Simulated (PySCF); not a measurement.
## Basis-set dependence of LiIn at PBE0

PySCF, UKS reference; singlet, unpaired electrons none; De to Li + In without counterpoise correction.

```tsv
basis	relativity	functions	Re (Å)	ωe (cm⁻¹)	De (eV)	μ (D)
def2-SVP	scalar-relativistic core potentials	35	3.024	265	0.87	-2.26
cc-pVDZ/cc-pVDZ-PP	scalar-relativistic core potentials	37	3.015	267	0.88	-1.89
aug-cc-pVDZ/aug-cc-pVDZ-PP	scalar-relativistic core potentials	55	3.009	267	0.88	-2.09
```

How does each smaller set differ from the one with most functions, aug-cc-pVDZ/aug-cc-pVDZ-PP?

def2-SVP: +1.5 pm, -0.7 % in ωe, -0.01 eV in De; cc-pVDZ/cc-pVDZ-PP: +0.6 pm, +0.0 % in ωe, +0.00 eV in De. All at PBE0; the set with most functions is neither the basis-set limit nor always the best.

A positive dipole means Li(−)In(+). Closed-shell solutions of metal pairs were not tested for spin polarisation, which can lower them a little. These are scalar-relativistic numbers at best; spin–orbit coupling would shift them, the dissociation energy most.
